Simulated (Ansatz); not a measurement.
Z-matrix (Å, degrees):
```
Si
Si 1 2.305
Ge 1 2.362 2 62.5
F 1 1.601 2 125.7 3 117.8
H 1 1.485 2 114.1 3 -101.8
H 2 1.485 1 124.3 3 118.1
H 2 1.485 1 115.4 3 -95.6
H 3 1.533 1 118.5 2 -115.0
H 3 1.532 1 122.6 2 95.6
```

Total charge 0; spin multiplicity 1.

Problem. List the PBE0/def2-TZVPP orbital energies in eV (Ansatz 0.2.0). (An estimate is asked.)

Solution. Computed: Occupied: -10860.01, -1803.78, -1802.82, -1358.30, -1208.12, -1208.10, -1208.10, -673.99, -171.00, -145.98, -145.17, -120.80, -120.77, -120.76, -100.68, -100.63, -100.61, -99.84, -99.82, -99.81, -33.61, -33.59, -33.58, -33.57, -33.54, -33.31, -17.12, -14.91, -14.13, -12.85, -12.61, -12.20, -10.60, -9.90, -9.79, -7.16, -6.97. Lowest empty: -1.48, -0.34, 0.07, 0.28, 0.52, 1.41, 1.98, 2.57.
